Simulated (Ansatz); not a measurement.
Program: Ansatz. Geometries: PBE0-D4/def2-TZVP. ΔE: electronic, gas phase. CBS: MP2 limit from def2 TZ/QZ plus the TZ coupled-cluster correction, frozen cores. This one scheme is used for every species. DFT in def2-TZVPP. B3LYP here is the variant with VWN-RPA as its local correlation; programs differ in this. One conformer a species, not always the lowest.

Reaction (hydrogenolysis of a C–F bond): `FCO[SiH2][SiH3]` + H₂ → `CO[SiH2][SiH3]` + H–F

`FCO[SiH2][SiH3]`:

Cartesian coordinates in Å:
```
F -2.024 -1.156 0.566
C -0.784 -1.309 1.149
O -0.277 -0.096 1.528
Si 0.029 1.160 0.476
Si 0.930 0.404 -1.557
H -0.910 -1.930 2.039
H -0.148 -1.807 0.405
H -1.209 1.941 0.216
H 0.997 2.027 1.193
H -0.045 -0.433 -2.306
H 2.165 -0.395 -1.328
H 1.275 1.593 -2.382
```

H₂:

```xyz
2

H     0.082   -0.357   -0.068
H    -0.082    0.357    0.068
```

`CO[SiH2][SiH3]`:

```xyz
12

C     1.184    0.989   -1.694
O     0.130    0.419   -0.951
Si    0.341   -0.148    0.581
Si   -1.727   -0.968    1.298
H     0.794    1.284   -2.670
H     2.000    0.273   -1.846
H     1.588    1.879   -1.196
H     1.385   -1.217    0.603
H     0.831    0.943    1.478
H    -1.589   -1.495    2.684
H    -2.189   -2.071    0.413
H    -2.748    0.112    1.299
```

H–F:

```xyz
2

F     0.138    0.434    0.063
H    -0.138   -0.434   -0.063
```

```json
{"level": "B3LYP", "ΔE (kJ/mol)": "-65.0"}
{"level": "MP2/def2-QZVPP", "ΔE (kJ/mol)": "-76.2"}
```

Problem. What does CCSD(T)/CBS give? (An estimate is asked.)

Solution. Ansatz gave: -72.9 kJ/mol. The listed levels differ from it by 7.9, -3.3 kJ/mol.

Largest T1 diagnostic among the species: 0.013.

The D4 term adds +3.8 kJ/mol with B3LYP and +2.1 kJ/mol with PBE0; it sums over pairs of atoms, weighted by their polarisabilities, and B3LYP, whose exchange is more repulsive, gets the larger term. From PBE to PBE0 (25 % exact exchange), in def2-TZVPP and without D4, ΔE moves by −6.8 kJ/mol.
